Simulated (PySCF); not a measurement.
## Zn: a base run and its variants

Base input, run as `OMP_NUM_THREADS=1 python input.py` with PySCF 2.14:

```python
from pyscf import gto, scf, cc

mol = gto.M(
    atom='Zn 0 0 0',
    basis='ano-rcc-vdzp',
    charge=0,
    spin=0,
    symmetry=True,
    verbose=4,
)
mf = scf.RHF(mol)
mf = mf.sfx2c1e()
mf.kernel()
mycc = cc.CCSD(mf, frozen=5)
mycc.kernel()
mycc.ccsd_t()
mf.dip_moment()
print('orbital energies (hartree):', mf.mo_energy[..., max(0, mol.nelec[1]-3):mol.nelec[0]+3].round(4))
```

Base result: E(SCF) = -1794.274613 Eh, 5 cycles, E(CCSD) − E(SCF) = -0.49805 Eh, (T) = -0.01011 Eh. 

Hardware: Arm Neoverse V1, 1 thread, shared host. Wall time 3.2 s, peak memory 0.12 GiB.

Each row names what differs from the base; energies in brackets are changes from the base.

| change | result | wall time (s) |
| --- | --- | --- |
| spin (2S): 0 → 4; SCF type: RHF → UHF [a high spin state] | E(SCF) = -1793.807158 Eh (+12.7201 eV), 8 cycles, E(CCSD) − E(SCF) = -0.39385 Eh, (T) = -0.00381 Eh, ⟨S²⟩ = 6.000 | 5.9 |
| step after the SCF: ccsd(t) → mp2 | E(SCF) = -1794.274613 Eh (+0.0000 eV), 5 cycles, E(MP2) − E(SCF) = -0.56216 Eh | 2.7 |
| point-group symmetry: on → off | E(SCF) = -1794.274613 Eh (+0.0000 eV), 5 cycles, E(CCSD) − E(SCF) = -0.49805 Eh, (T) = -0.01011 Eh | 3.1 |
| step after the SCF: ccsd(t) → mp2; frozen orbitals: 5 → 0 | E(SCF) = -1794.274613 Eh (+0.0000 eV), 5 cycles, E(MP2) − E(SCF) = -0.57490 Eh | 2.8 |
| basis set: ano-rcc-vdzp → cc-pvtz-dk; step after the SCF: ccsd(t) → mp2 | E(SCF) = -1794.275269 Eh (-0.0179 eV), 6 cycles, E(MP2) − E(SCF) = -0.88767 Eh | 1.9 |
| functional: none (Hartree–Fock) → wb97x; SCF type: RHF → RKS; step after the SCF: ccsd(t) → analyze | E(SCF) = -1795.968489 Eh, 5 cycles | 7 |
| charge: 0 → -1; spin (2S): 0 → 1; SCF type: RHF → UHF [another spin of the ion may lie lower] [no diffuse functions for the anion] | E(SCF) = -1794.199651 Eh (+2.0398 eV), 7 cycles, E(CCSD) − E(SCF) = -0.49249 Eh, (T) = -0.00952 Eh, ⟨S²⟩ = 0.750 | 4.5 |
| basis set: ano-rcc-vdzp → jorge-tzp-dkh; step after the SCF: ccsd(t) → mp2 | E(SCF) = -1794.216455 Eh (+1.5825 eV), 6 cycles, E(MP2) − E(SCF) = -0.74647 Eh | 1.4 |
| step after the SCF: ccsd(t) → tda; number of roots: default → 5 | E(SCF) = -1794.274613 Eh (+0.0000 eV), 5 cycles, first singlet excitations without spin–orbit coupling 5.66, 5.66, 5.66, 13.70, 13.70 eV | 2.9 |
| electric field along z (a.u.): none → 0.05; point-group symmetry: on → off | E(SCF) = -1794.328653 Eh (-1.4705 eV), 8 cycles, E(CCSD) − E(SCF) = -0.48721 Eh, (T) = -0.00946 Eh | 3.3 |
| spin (2S): 0 → 32 [unsound on purpose] [runs as restricted open-shell] | stops with AssertionError | 0.79 |
| spin (2S): 0 → 2; SCF type: RHF → UHF [a high spin state] | E(SCF) = -1794.172369 Eh (+2.7822 eV), 7 cycles, E(CCSD) − E(SCF) = -0.45867 Eh, (T) = -0.00738 Eh, ⟨S²⟩ = 2.000 | 4.7 |
| step after the SCF: ccsd(t) → stability; point-group symmetry: on → off | E(SCF) = -1794.274613 Eh (+0.0000 eV), 5 cycles, internal stable; real -> complex stable; RHF/RKS -> UHF/UKS stable | 2.9 |
| step after the SCF: ccsd(t) → polarizability | E(SCF) = -1794.274613 Eh (+0.0000 eV), 5 cycles, α(xx, yy, zz) = 45.6, 45.6, 45.6 bohr³ | 2.8 |
| Cartesian functions: off → on | E(SCF) = -1794.275251 Eh (-0.0174 eV), 6 cycles, E(CCSD) − E(SCF) = -0.59706 Eh, (T) = -0.00956 Eh | 3.6 |
| basis set: ano-rcc-vdzp → jorge-dzp-dkh | E(SCF) = -1794.081786 Eh (+5.2471 eV), 6 cycles, E(CCSD) − E(SCF) = -0.42758 Eh, (T) = -0.01230 Eh | 1.9 |
| step after the SCF: ccsd(t) → ccsd | E(SCF) = -1794.274613 Eh (+0.0000 eV), 5 cycles, E(CCSD) − E(SCF) = -0.49805 Eh | 2.9 |
| PCM solvent, dielectric constant: none → 20.5; step after the SCF: ccsd(t) → analyze | E(SCF) = -1794.277454 Eh (-0.0773 eV), 5 cycles | 3.9 |

Problem. Order these changes by how far they move the SCF energy from the base, largest first: (1) Cartesian functions: off → on; (2) PCM solvent, dielectric constant: none → 20.5; step after the SCF: ccsd(t) → analyze; (3) electric field along z (a.u.): none → 0.05; point-group symmetry: on → off; (4) point-group symmetry: on → off.

Solution. (3) -1.4705 eV, (2) -0.0773 eV, (1) -0.0174 eV, (4) +0.0000 eV.
